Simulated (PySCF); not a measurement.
A GIAO shielding run with PySCF 2.14.0 with density-fitted response routines (density fitting, non-relativistic, gas phase) on `CN([SiH2]N(CC)C)C`, C5H16N2Si:

```
$ OMP_NUM_THREADS=1 python probes_run.py task.json out

{"job": {"kind": "nmr", "xc": "HF", "basis": "pcSseg-1", "pop": false}, "charge": 0, "multiplicity": 1}
C      2.465714     0.289503    -1.400650
C      1.295262    -0.511994    -0.844766
N      0.973622    -0.234912     0.540350
C      1.917316    -0.720442     1.513575
Si    -0.342332     0.824070     0.927550
N     -1.756088     0.300556     0.071774
C     -2.191921    -1.070148     0.141590
C     -2.703355     1.199697    -0.530197
H      3.397158     0.088556    -0.849307
H      2.263758     1.370215    -1.336322
H      2.646081     0.037722    -2.457300
H      1.501267    -1.595037    -0.958340
H      0.392995    -0.310842    -1.446776
H      2.904985    -0.223156     1.460481
H      2.092150    -1.806273     1.387326
H      1.530075    -0.561990     2.531210
H     -0.190899     2.257213     0.509994
H     -0.414587     0.768853     2.425469
H     -2.433251    -1.466568    -0.863439
H     -3.095548    -1.199653     0.771058
H     -1.392238    -1.700162     0.559940
H     -2.284739     2.215159    -0.593281
H     -2.962052     0.879379    -1.558036
H     -3.653173     1.264383     0.038221
```

Hardware: 1 thread of an Arm Neoverse V1, shared host.

(1) How large is the calculation?

(2) How long does it take, and how much memory does it need?

(3) And these other runs on the same molecule and hardware: GIAO shielding at PBE0/pcSseg-1?

Results:

(1) 74 electrons, 223 basis functions and 1168 auxiliary functions.

(2) 26 s of wall time, with 10 SCF cycles and 7 response iterations; peak memory 1.2 GiB. Times on a shared host scatter by some tens of per cent.

(3) PBE0/pcSseg-1: 223 functions, 47 s.
